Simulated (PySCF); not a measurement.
# Assigning NMR signals

Geometry:
```csv
atom,x (Å),y (Å),z (Å)
C1,-2.332,0.523,-0.114
C2,-1.681,-0.626,0.022
Si3,0.072,-0.786,0.662
O4,0.737,0.717,0.921
C5,1.774,0.985,0.125
O6,2.393,2.001,0.145
C7,2.029,-0.214,-0.811
O8,2.883,-0.286,-1.637
O9,1.138,-1.175,-0.557
H10,-3.345,0.565,-0.482
H11,-1.877,1.467,0.141
H12,-2.189,-1.547,-0.233
H13,0.394,-1.624,1.800
```

[PySCF: shielding tensors at PBE0/pcSseg-1 (GIAO); geometry from GFN2-xTB; relativity neglected; isolated molecule; a single conformation; averaged over atoms made equivalent by symmetry, fast rotation or ring inversion]

Shifts are taken against calculated references (same method and geometry level): TMS for ¹³C (σref 186.93), ¹H (σref 31.72).

(1) Assign these signals to the numbered atoms. ¹³C{¹H} NMR (computed): δ 156.8 (C), 151.5 (CH2), 134.2 (CH).

(2) Assign these signals to the numbered atoms. ¹H NMR (600 MHz, computed): δ 6.95 (m, 1H), 6.72 (m, 1H), 6.28 (m, 1H), 5.57 (m, 1H).

Results:

(1) 
```tsv
δ (ppm)	atoms	environment	reason
156.8	C5/C7	carbonyl carbon	–
151.5	C1	terminal =CH2 carbon	as expected for a trigonal carbon in a double bond
134.2	C2	alkene CH	the olefinic region
```

(2) 
6.95 → H10, hydrogen on a terminal =CH2 carbon: attached to an sp2 carbon and in the plane of the double bond
6.72 → H11, hydrogen on a terminal =CH2 carbon
6.28 → H12, hydrogen on an alkene CH: a vinylic proton, deshielded by the sp2 carbon and the C=C anisotropy
5.57 → H13, hydrogen on a silicon bonded to C, 2 O, in a 5-membered ring

Shifts are as computed. Against solution values, carbons near 30 ppm lie about +3 ppm off and those near 130 ppm about +5 ppm. Of 1211 compounds with measured shifts, 218 miss one by over three times the rms of a fit or turn the order of signals round; such compounds aren't used in these exercises. Multiplicities follow the n + 1 count of equivalent neighbours, as no J values were calculated; m marks all less simple cases, F and P coupling included.
